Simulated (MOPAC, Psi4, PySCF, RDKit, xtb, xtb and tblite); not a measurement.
Two geometries of SMILES O[SiH2]F, relaxed at GFN2-xTB with one dihedral held; other torsions can differ between them too.

Structure A

```
6

O      1.1454    -0.4186    -0.2383
Si    -0.4168    -0.1013     0.0058
F     -0.9624     0.6798    -1.2879
H      1.8687     0.0822     0.1248
H     -1.0765    -1.3874     0.0074
H     -0.6494     0.8045     1.1161
```

Structure B

```
6

O      1.1528    -0.3892    -0.2789
Si    -0.4155    -0.1388     0.0190
F     -1.1111    -1.2623    -0.8756
H      1.8492     0.1273     0.1109
H     -0.7653    -0.4276     1.3982
H     -0.8729     1.1420    -0.4891
```

Task: Which is lower in energy at the level DF-MP2 (frozen core)/cc-pVTZ // GFN2-xTB (Psi4), and by how much?

Result: A is lower, by 4.75 kJ/mol (dihedral H4–O1–Si2–F3: 100° in A, 180° in B).

E(B) − E(A) in kJ/mol at the other levels, on the same two geometries: GFN2-xTB (xtb and tblite) 0.07; MMFF94 // GFN2-xTB (RDKit) 4.49; B3LYP/def2-TZVP // GFN2-xTB (Psi4) 5.18; B3LYP-D3(BJ)/def2-TZVP // GFN2-xTB (Psi4) 5.19; PBE/def2-TZVP // GFN2-xTB (Psi4) 5.68; PBE-D3(BJ)/def2-TZVP // GFN2-xTB (Psi4) 5.69; wB97M-V/def2-TZVP // GFN2-xTB (Psi4) 5.19; HF/cc-pVTZ // GFN2-xTB (Psi4) 3.40; UFF // GFN2-xTB (RDKit) -0.47; AM1, restricted, heats of formation // GFN2-xTB (MOPAC) 6.37; PM6, restricted, heats of formation // GFN2-xTB (MOPAC) 8.98; GFN1-xTB // GFN2-xTB (xtb) -1.69; restricted B3LYP/6-31G*, spherical d // GFN2-xTB (PySCF) 7.83; restricted B3LYP/LANL2DZ, with its core potentials past Ne // GFN2-xTB (PySCF) 15.15; restricted Hartree-Fock/6-31G*, spherical d // GFN2-xTB (PySCF) 5.60; restricted MP2 (frozen core)/3-21G // GFN2-xTB (PySCF) 15.55.

MMFF94 has few fitted parameters for silicon.
